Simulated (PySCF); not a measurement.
## Calculated NMR data

- shieldings: GIAO PBE0/pcSseg-1
- structure optimised with GFN2-xTB
- code: PySCF 2.14
- no relativistic terms, one computed conformer, isolated molecule, equivalent nuclei averaged

Chemical shifts δ = σref − σ; TMS for 1H, 13C, all at this level. Where no couplings were computed, multiplicities follow the n + 1 count of equivalent neighbours, and m marks all less simple cases (inequivalent or close neighbours, rings, F or P nearby). Shifts are as computed. Against solution values, carbons near 30 ppm lie about +3 ppm off and those near 130 ppm about +5 ppm. Of 1211 compounds with measured shifts, 218 miss one by over three times the rms of a fit or turn the order of signals round; such compounds aren't used in these exercises.

**1.** `[SiH3]Oc1ccccc1`, C6H8OSi. 1H NMR (400 MHz, computed): δ 7.60 (m, 2H), 7.24 (t, 1H), 7.07 (d, 2H), 5.15 (s, 3H). 13C{1H} NMR (computed): δ 162.3 (C), 135.1 (CH), 126.3 (CH), 122.1 (CH).

**2.** `C=Cn1nc2cccc(C)c2n1`, C9H9N3. 1H NMR (400 MHz, computed): δ 8.00 (d, 1H), 7.77 (m, 1H), 7.73 (m, 1H), 7.57 (d, 1H), 7.09 (m, 1H), 5.65 (m, 1H), 2.93 (s, 3H). 13C{1H} NMR (computed): δ 150.1 (C), 150.1 (C), 141.2 (CH), 136.1 (C), 132.9 (CH), 131.3 (CH), 120.6 (CH), 115.4 (CH2), 17.3 (CH3).

**3.** SMILES C=CC(=O)[SiH2]N([SiH3])[SiH3], C3H11NOSi3. 1H NMR (400 MHz, computed): δ 6.94 (m, 1H), 6.79 (m, 1H), 6.48 (m, 1H), 5.34 (s, 2H), 4.88 (s, 6H). 13C{1H} NMR (computed): δ 239.0, 150.6, 144.7.
